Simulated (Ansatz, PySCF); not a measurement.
C₂H₉NSi₃, SMILES [Si@@H]1(CN=C[SiH2]1)[SiH3]. Atoms are numbered in the order given.

```xyz
15

Si    -2.4714     0.5385    -0.3176
Si    -0.5536    -0.4711     0.5716
C      0.4058    -1.5184    -0.7675
N      1.7470    -1.0392    -1.0873
C      2.2361    -0.0154    -0.5073
Si     1.2562     0.9745     0.8246
H     -3.4649    -0.4842    -0.7641
H     -3.1258     1.4339     0.6816
H     -2.0684     1.3539    -1.5027
H     -0.8655    -1.2864     1.7825
H     -0.1612    -1.5704    -1.7131
H      0.4935    -2.5678    -0.4357
H      3.2578     0.2742    -0.8095
H      1.9705     0.9771     2.1348
H      1.0507     2.3881     0.3921
```

Coordinates come from a B3LYP-D3(BJ)/def2-SVP optimisation. The structure was generated by enumeration; whether it is a known compound was not checked. The values are those of a single conformer.

Two levels are set side by side: PBE-D3(BJ)/def2-SVP (Ansatz, a first-principles code) and B3LYP-D3(BJ)/def2-SVP (Ansatz). Each level has its own optimised geometry; the coordinates shown are those of the second. Frequencies come from the Hessian of PySCF at each geometry. Differences are taken from unrounded values.

| quantity | B3LYP-D3(BJ) | PBE-D3(BJ) | PBE-D3(BJ) minus B3LYP-D3(BJ) |
|---|---|---|---|
| mean bond length (Å) | 1.570 | 1.579 | 0.009 |
| bond Si1–Si2 (Å) | 2.343 | 2.344 | 0.001 |
| bond Si2–C3 (Å) | 1.952 | 1.965 | 0.013 |
| bond Si2–Si6 (Å) | 2.330 | 2.332 | 0.002 |
| bond C3–N4 (Å) | 1.460 | 1.456 | -0.004 |
| bond N4–C5 (Å) | 1.274 | 1.283 | 0.009 |
| bond C5–Si6 (Å) | 1.927 | 1.936 | 0.009 |
| bond Si1–H7 (Å) | 1.494 | 1.507 | 0.013 |
| bond Si1–H8 (Å) | 1.493 | 1.506 | 0.013 |
| bond Si1–H9 (Å) | 1.494 | 1.507 | 0.013 |
| bond Si2–H10 (Å) | 1.493 | 1.507 | 0.014 |
| bond C3–H11 (Å) | 1.104 | 1.112 | 0.009 |
| bond C3–H12 (Å) | 1.104 | 1.112 | 0.008 |
| bond C5–H13 (Å) | 1.104 | 1.112 | 0.008 |
| bond Si6–H14 (Å) | 1.492 | 1.506 | 0.013 |
| bond Si6–H15 (Å) | 1.493 | 1.506 | 0.014 |
| highest harmonic wavenumber (cm⁻¹) | 3074 | 3017 | -58 |
| mean harmonic wavenumber (cm⁻¹) | 1117 | 1081 | -36 |
| zero-point energy (kcal/mol) | 62.28 | 60.29 | -1.99 |

Exact exchange shortens and stiffens bonds; PBE has none. Differences between two approximate levels are no errors against the true value.
